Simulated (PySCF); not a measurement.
Al(All)(H)(Me) (C4H9Al), SMILES C=C[CH2][AlH][CH3].

Geometry optimised at B3LYP-D3(BJ)/def2-SVP. The structure was generated by enumeration; whether it is a known compound was not checked. Other conformers were not sampled.

Computed with PySCF with r2SCAN/def2-TZVP.

Gas-phase values at a fixed geometry.

```json
{
 "total_energy": "-400.18719 hartree",
 "highest_occupied_level": "-5.87 eV",
 "lowest_empty_level": "-1.19 eV",
 "orbital_gap": "4.68 eV",
 "dipole_moment": "1.06 D",
 "quadrupole, principal values (traceless, Buckingham form, about the centre of nuclear charge)": "-3.21, -1.47, 4.68 D·Å",
 "mean_static_polarisability": "78.0 bohr³ (11.56 Å³)",
 "polarisability_principal_values": "70.8, 74.9, 88.4 bohr³"
}
```
